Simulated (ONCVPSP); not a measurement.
# Ta, ONCV: configuration errors across variants

* Element: Ta
* Generator: ONCVPSP 4.0.1
* Type: optimised norm-conserving Vanderbilt (ONCV)
* Functional: LDA (Perdew-Wang 92)
* Relativity: scalar-relativistic
* Frozen core: [Kr] 4d10 4f14
* Valence charge: 13
* Reference configuration: 5s2 5p6 5d3 6s2
* Partial waves: 5s+6s: rc 1.70 bohr, ncon 4, nbas 8, qcut 8.6 1/bohr, 2 projectors; 5p: rc 1.85 bohr, ncon 3, nbas 6, qcut 6.6 1/bohr, 1 projector; 5d: rc 2.55 bohr, ncon 4, nbas 9, qcut 6.4 1/bohr, 1 projector
* Local potential: polynomial inside 1.40 bohr (lpopt 5, dvloc0 0 Ha)
* Core correction: Teter function, fcfact 4.25, rcfact 1.5

All-electron excitation energies from the reference (eV): (1) 5s2 5p6 5d3 6s1 8.694; (2) 5s2 5p6 5d3 6s0 23.995; (3) 5s2 5p6 5d2 6s0 47.922; (4) 5s1 5p6 5d3 6s2 79.455.

Errors AE − PS in meV (a dash: test not solved or not reliable):

| change | (1) | (2) | (3) | (4) | bound ghosts | GHOST(+) flags above zero |
| --- | --- | --- | --- | --- | --- | --- |
| base | -2.5 | -4.5 | -14 | -291 | none | s |
| core correction Teter function, fcfact 4.25, rcfact 1.22 | -1.9 | -1.9 | -7.8 | -275 | none | s |
| core correction Teter function, fcfact 4.25, rcfact 1.46 | -2.3 | -4.0 | -12 | -288 | none | s |
| core correction Teter function, fcfact 4.25, rcfact 1.6 | -2.8 | -6.4 | -23 | -297 | none | s |
| core correction Teter function, fcfact 4.25, rcfact 1.84 | -4.8 | -21 | -89 | -305 | none | s |
| core correction Teter function, fcfact 4.25, rcfact 1.96 | -7.5 | -40 | -159 | -307 | none | s |

Give the same row for: core correction Teter function, fcfact 4.25, rcfact 1.04.

-1.8, -1.2, -7.4, -264; bound ghosts: none; GHOST(+) flags above zero: s.
